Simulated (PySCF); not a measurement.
Al$_{2}$, triplet, at a GFN2-xTB geometry (such geometries of metal compounds can be far from the true shape), with bond 1-2 at 1.3 times its length; HF/6-31G** in PySCF.

Here is a job for PySCF.
```python
from pyscf import gto, scf

mol = gto.Mole()
mol.atom = '''
    Al    0.000000    0.000000   -2.004528
    Al    0.000000    0.000000    1.252830
'''
mol.basis = '6-31g**'
mol.charge = 0
mol.spin = 2
mol.verbose = 4
mol.build()

mf = scf.UHF(mol)
mf.conv_tol = 1e-6
mf.kernel()
```

Problem. What does PySCF print? Leave out banner, timings and long lists.

Solution. 
```
PySCF version 2.14.0

[INPUT] verbose = 4
[INPUT] num. atoms = 2
[INPUT] num. electrons = 26
[INPUT] charge = 0
[INPUT] spin (= nelec alpha-beta = 2S) = 2
[INPUT] symmetry False subgroup None
[INPUT] Mole.unit = angstrom
[INPUT] Symbol           X                Y                Z      unit          X                Y                Z       unit  Magmom
[INPUT]  1 Al     0.000000000000   0.000000000000  -2.004528000000 AA    0.000000000000   0.000000000000  -3.788008929022 Bohr   0.0
[INPUT]  2 Al     0.000000000000   0.000000000000   1.252830000000 AA    0.000000000000   0.000000000000   2.367505580639 Bohr   0.0

nuclear repulsion = 27.4550567194272
number of shells = 16
number of NR pGTOs = 102
number of NR cGTOs = 36
basis = 6-31g**
ecp = {}

******** <class 'pyscf.scf.uhf.UHF'> ********
method = UHF
initial guess = minao
damping factor = 0
level_shift factor = 0
DIIS = <class 'pyscf.scf.diis.CDIIS'>
diis_start_cycle = 1
diis_space = 8
diis_damp = 0
SCF conv_tol = 1e-06
SCF conv_tol_grad = None
SCF max_cycles = 50
direct_scf = True
direct_scf_tol = 1e-13
number electrons alpha = 14  beta = 12
Set gradient conv threshold to 0.001
init E= -483.519043360286

cycle= 1 E= -483.717529733594  delta_E= -0.198  |g|= 0.0631  |ddm|= 0.856
cycle= 2 E= -483.726648056215  delta_E= -0.00912  |g|= 0.026  |ddm|= 0.223
cycle= 3 E= -483.728626178507  delta_E= -0.00198  |g|= 0.0095  |ddm|= 0.108
cycle= 4 E= -483.728937477058  delta_E= -0.000311  |g|= 0.00381  |ddm|= 0.0476
cycle= 5 E= -483.729002348208  delta_E= -6.49e-05  |g|= 0.00186  |ddm|= 0.0185
cycle= 6 E= -483.729022806973  delta_E= -2.05e-05  |g|= 0.000369  |ddm|= 0.0144
cycle= 7 E= -483.729023419196  delta_E= -6.12e-07  |g|= 6.92e-05  |ddm|= 0.00234
Extra cycle  E= -483.729023429496  delta_E= -1.03e-08  |g|= 3.39e-05  |ddm|= 0.000233
converged SCF energy = -483.729023429496  <S^2> = 2.036629  2S+1 = 3.0243207
```
